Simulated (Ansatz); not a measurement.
A nudged elastic band was laid between two geometries of CH6AlNSi (10 atoms, charge 0, multiplicity 1).

Computed with Ansatz, RKS CAM-B3LYP-D4/def2-SVP.

```
movable images  : 6
climbing image  : no
spring          : 5.0 eV/Å²
optimiser       : quadratic models (default)
start path      : through a guess of the saddle point
force threshold : 0.05 eV/Å
iteration limit : 60
end points      : relaxed
```

Initial state:

```xyz
10
Properties=species:S:1:pos:R:3
C -1.628 0.263 -0.361
Si 0.003 -0.650 -0.156
N 1.164 0.051 0.996
Al 2.135 0.157 -0.488
H -2.188 -0.137 -1.220
H -2.259 0.135 0.534
H -1.471 1.339 -0.523
H -0.334 -2.088 0.091
H 1.090 0.200 1.998
H 3.572 0.679 -0.868
```

Final state:

```xyz
10
Properties=species:S:1:pos:R:3
C -1.593 0.544 -0.472
Si -1.237 -0.519 1.073
N 0.492 -0.726 1.000
Al 1.866 -0.250 -0.069
H -2.377 0.043 -1.066
H -2.049 1.492 -0.134
H -0.751 0.784 -1.137
H 3.299 -0.740 0.379
H 0.805 -1.283 1.798
H 1.629 0.605 -1.369
```

Question: What changes between the two ends?

Answer: Bonds broken: Si2–Al4, Si2–H8. Bonds formed: Al4–H8.

Question: Give the energies along the band, and the barrier.

Answer: The run converged. The highest image is number 1 of 0 to 7, 18.8 kcal/mol above the first end and 23.0 kcal/mol above the last; the last end lies 4.2 kcal/mol below the first. Beside the main top the profile has a ripple of under 15 meV (maxima at images 1, 5), which may be a very shallow well or noise. No image climbed, so the highest image needn't sit at the top of the path. A band with more images between the same ends climbed to 1.70 eV, so this one has probably stepped over the top. The orbitals stay closed-shell, which can raise the energy where a bond breaks towards radicals; this wasn't checked here.

| image | path coordinate (Å) | energy (kcal/mol) | Si2–Al4 (Å) | Si2–H8 (Å) | Al4–H8 (Å) |
| --- | --- | --- | --- | --- | --- |
| 0 | 0.00 | 0.0 | 2.30 | 1.50 | 3.39 |
| 1 | 1.44 | 18.8 | 2.25 | 1.46 | 2.84 |
| 2 | 2.88 | 16.9 | 2.64 | 1.91 | 1.68 |
| 3 | 4.33 | 0.9 | 3.13 | 3.40 | 1.57 |
| 4 | 5.77 | -1.1 | 3.12 | 3.86 | 1.58 |
| 5 | 7.21 | -1.0 | 3.14 | 4.25 | 1.58 |
| 6 | 8.66 | -3.5 | 3.29 | 4.56 | 1.58 |
| 7 | 10.10 | -4.2 | 3.32 | 4.59 | 1.58 |

Question: What is the geometry of the highest image?

Answer: 
```xyz
10
Properties=species:S:1:pos:R:3
C -1.682 0.244 -0.320
Si -0.050 -0.610 -0.038
N 1.075 0.009 1.172
Al 2.015 0.225 -0.354
H -2.466 -0.390 -0.754
H -2.068 0.748 0.578
H -1.414 1.019 -1.049
H 0.196 -1.946 -0.576
H 1.014 0.101 2.180
H 3.462 0.548 -0.835
```

The run took 5.8 min on 2 threads of Arm Neoverse V1, on a shared host, peak memory 0.23 GiB.
